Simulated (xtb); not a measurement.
Input file for xtb: GFN2-xTB on H4N2Si (a complex), monomers drawn apart or pushed together.

```
$ xtb mol.xyz --gfn 2 --sp --chrg 0 --uhf 0
7

Si     0.08239804     0.14867877    -0.18988547
H      0.40019021     0.40686792    -1.61320902
H      0.25770536     1.39730094     0.58513241
H      0.99600643    -0.89067755     0.33497048
H     -1.31753616    -0.31567494    -0.07435718
N     -0.22768018    -0.73720578     7.08296336
N     -0.59793327    -0.74983113     6.05705234
```

The head of its log:

```
[...]
           -------------------------------------------------
          |                Calculation Setup                |
           -------------------------------------------------



molecular fragmentation (1/2 indicates fragments):
1111122
# atoms in fragment 1/2:     5     2
 fragment masses (1/2) :       32.12       28.01
CMA distance (Bohr)    :  12.920
constraining FC (au)   :  0.0500

           -------------------------------------------------
          |                 G F N 2 - x T B                 |
           -------------------------------------------------

        Reference                      10.1021/acs.jctc.8b01176
      * Hamiltonian:
        H0-scaling (s, p, d)           1.850000    2.230000    2.230000
        zeta-weighting                 0.500000
      * Dispersion:
        s8                             2.700000
        a1                             0.520000
        a2                             5.000000
        s9                             5.000000
      * Repulsion:
        kExp                           1.500000    1.000000
        rExp                           1.000000
      * Coulomb:
        alpha                          2.000000
        third order                    shell-resolved
        anisotropic                    true
        a3                             3.000000
        a5                             4.000000
        cn-shift                       1.200000
        cn-exp                         4.000000
        max-rad                        5.000000


          ...................................................
          :                      SETUP                      :
          :.................................................:
          :  # basis functions                  22          :
          :  # atomic orbitals                  21          :
          :  # shells                           11          :
          :  # electrons                        18          :
          :  max. iterations                   250          :
          :  Hamiltonian                  GFN2-xTB          :
          :  restarted?                      false          :
          :  GBSA solvation                  false          :
          :  PC potential                    false          :
          :  electronic temp.          300.0000000     K    :
          :  accuracy                    1.0000000          :
          :  -> integral cutoff          0.2500000E+02      :
          :  -> integral neglect         0.1000000E-07      :
          :  -> SCF convergence          0.1000000E-05 Eh   :
          :  -> wf. convergence          0.1000000E-03 e    :
          :  Broyden damping             0.4000000          :
          :  net charge                          0          :
          :  unpaired electrons                  0          :
          ...................................................

 iter      E             dE          RMSdq      gap      omega  full diag
   1     -9.6050421 -0.960504E+01  0.647E+00    4.33       0.0  T
   2     -9.6498618 -0.448197E-01  0.305E+00    4.54       1.0  T
```

Q: What total energy does the run end on?

A: -9.5272 hartree.
